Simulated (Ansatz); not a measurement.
```xyz
15

C     1.686    0.676    1.630
O     1.454    0.035    0.400
Sb    0.120    0.776   -0.844
Si    0.618   -1.166   -2.480
O    -1.479   -0.191   -0.224
C    -2.281    0.371    0.785
H     2.706    0.450    1.953
H     0.996    0.316    2.403
H     1.587    1.769    1.568
H    -0.382   -1.153   -3.581
H     0.547   -2.447   -1.735
H     1.973   -0.983   -3.065
H    -2.326    1.468    0.735
H    -3.300   -0.011    0.673
H    -1.920    0.091    1.783
```

Total charge 0; spin multiplicity 1. Sb: def2 effective core potential.

(1) List the PBE0/def2-TZVPP orbital energies in eV (Ansatz 0.2.0). (An estimate is asked.)

## Answers

(1) Ansatz gave: Occupied: -1802.55, -522.45, -522.45, -279.22, -279.22, -157.29, -144.92, -108.86, -108.83, -108.69, -99.58, -99.56, -99.55, -36.58, -36.45, -36.32, -36.31, -36.25, -27.87, -27.46, -19.13, -18.63, -15.97, -14.55, -13.05, -12.58, -12.39, -12.24, -12.09, -10.95, -9.84, -9.81, -8.85, -8.59, -8.04, -7.66, -6.77. Lowest empty: -1.00, -0.88, 0.32, 1.40, 1.41, 1.51, 1.77, 2.39.
